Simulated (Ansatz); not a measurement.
Reaction (formal exchange of groups at a B–O bond): `COB(O)F` + `BC#CC` → `BB(F)OC` + `CC#CO`

Calculated with Ansatz (gas phase, PBE0-D4/def2-TZVP geometries, no zero-point term in ΔE). CCSD(T)/CBS is the MP2 limit (def2-TZVPP, def2-QZVPP) plus CCSD(T) − MP2 in def2-TZVPP, frozen cores. Functionals use def2-TZVPP. HSE06 is defined as in plane-wave codes. Each species was taken in one conformer, which may not be the lowest.

```csv
level,ΔE (kJ/mol)
revPBE-D4,301.1
r2SCANh,322.4
HSE06,308.0
MP2/def2-QZVPP,329.2
```

Task: What does CCSD(T)/CBS give? (An estimate is asked.)

Result: The calculation gave: +320.0 kJ/mol. The listed levels differ from it by -18.9, 2.4, -12.0, 9.2 kJ/mol.

Largest T1 diagnostic among the species: 0.013.

Leaving LDA and LC-ωPBE aside and taking each functional with its dispersion term where it has one, the values, not all of them listed here, spread over 24.7 kJ/mol, from revPBE-D4 to B97M-V. LDA lies +3.5 kJ/mol from PBE without D4. From BLYP to BHLYP (50 % exact exchange), in def2-TZVPP and without D4, ΔE moves by +11.6 kJ/mol.
